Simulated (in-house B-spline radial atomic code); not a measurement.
**RPA and G0W0 on B3LYP (VWN-RPA): the tin ion Sn²⁺**

Configuration [Kr] 4d10 5s2, mean-field start B3LYP (VWN-RPA). Computed with a B-spline radial code for spherical atoms: all electrons, non-relativistic, point nucleus, each spin shell either full or empty, empty states to l = 9 with an (l + 1/2)⁻⁴ tail; G0W0 by contour deformation at full frequency.

Without relativity these are model numbers: it shifts the levels of so heavy an element strongly and can reorder them.

Command:
```bash
python run_gw.py task.json out
```
Settings (radii: box in bohr, nucleus in fm):
```
Z                        50
electrons                48
configuration            [Kr] 4d10 5s2
hamiltonian              nr
method                   b3lyp
lmax                     9
spin_polarised           False
box_radius               17.55
intervals                54
ion_configuration        [Kr] 4d10 5s1
```

Run time, properties included: 9.9 s on 1 thread of Arm Neoverse N1, with other jobs on the host.

Energies (hartree):

```csv
term,value
mean-field total,-6024.66319
Hartree-Fock functional on these orbitals,-6022.15266
direct second order,-4.2123
second-order exchange,1.157
SOSEX correction,1.0683
```

Problem. What is the RPA correlation energy, and what remains with SOSEX?

Solution. RPA gives -3.6732 hartree (-2.08 eV per electron); RPA + SOSEX gives -2.605, and the second-order doubles -3.0553 hartree (no singles). SOSEX takes back 29 % of the RPA value.

Quasi-particle levels (eV):

```
level  occupied  mean field  Σx - vxc     Σc  QP weight     G0W0
   5s       yes     -25.972     -1.67      ?          ?        ?
   4d       yes      -46.74     -7.57   1.30      0.865   -53.01
   5p        no     -17.209      4.04  -1.41      0.945  -14.580
```

G0W0 = mean field + (Σx - vxc) + Σc, with Σc (partial-wave tail included) taken at the quasi-particle energy. Only the outer levels were computed. Levels of low weight are left out.

Problem. Where does G0W0 put 5s?

Solution. At -29.699 eV, with Σc = -2.05 eV and a quasi-particle weight of 0.944. The tabulated removal energy is 30.506 ± 0.003 eV (NIST, measured); the calculation leaves out relativity, Breit and QED terms, and what these don't explain is the method's own error.

Problem. What does it cost to remove one electron (to [Kr] 4d10 5s1) by differences of total energies, each species on its own start (correlation terms add to the Hartree-Fock functional)?

Solution. B3LYP (VWN-RPA) 29.573 eV, Hartree-Fock functional 27.391 eV, + RPA 29.657 eV, + RPA + SOSEX 29.139 eV, + second order 30.47 eV. Tabulated: 30.506 ± 0.003 eV (NIST, measured); the calculation leaves out relativity, Breit and QED terms, and what these don't explain is the method's own error.
